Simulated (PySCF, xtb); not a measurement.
Si(OSiH3)(H)2(Me) (CH₈OSi₂), SMILES C[SiH2]O[SiH3].

GFN2-xTB (xtb) at its own geometry gives an orbital gap of 5.60 eV and a dipole moment of 0.60 D.

The structure is a stationary point at PBE0-D3(BJ)/def2-SVP. One conformer was computed; it need not be the lowest.

What does PBE/def2-TZVP in PySCF give? (The exact figures need the calculation; the answer reports its results.)

gap 6.26 eV (levels -7.08 and -0.82 eV), dipole 0.73 D.
